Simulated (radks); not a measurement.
The nuclear charge of the copper ion Cu2+ is varied continuously with 27 electrons held in [Ar] 3d9. All-electron calculation, non-relativistic Kohn-Sham, TPSS, spin-unpolarised, spherical densities, point nucleus; meta-GGA in the generalised Kohn-Sham scheme. Program: a radial shooting solver on a logarithmic mesh with Libxc functionals. By the Hellmann-Feynman theorem dE/dZ = E(electron-nucleus)/Z, the electronic potential at the nucleus.

\begin{tabular}{lrrrrr}
Z & E (hartree) & E(electron-nucleus)/Z (hartree) & HOMO & e(HOMO) (eV) & <r> HOMO (bohr) \\ \hline
28.5 & -1573.01583 & -131.449 & 3d & -20.650 & 0.9821 \\
28.75 & -1606.06675 & -132.957 & 3d & -25.016 & 0.9477 \\
29 & -1639.49424 & -134.462 & 3d & -29.668 & 0.9166 \\
29.25 & -1673.29756 & -135.964 & 3d & -34.594 & 0.8882 \\
29.5 & -1707.47606 & -137.464 & 3d & -39.785 & 0.8623 \\
29.75 & -1742.02917 & -138.961 & 3d & -45.231 & 0.8383 \\
30 & -1776.95641 & -140.457 & 3d & -50.926 & 0.8162 \\
\end{tabular}

The central difference of E at Z = 29 is -134.462 hartree, to compare with the third column; the second derivative is -6.01 hartree.
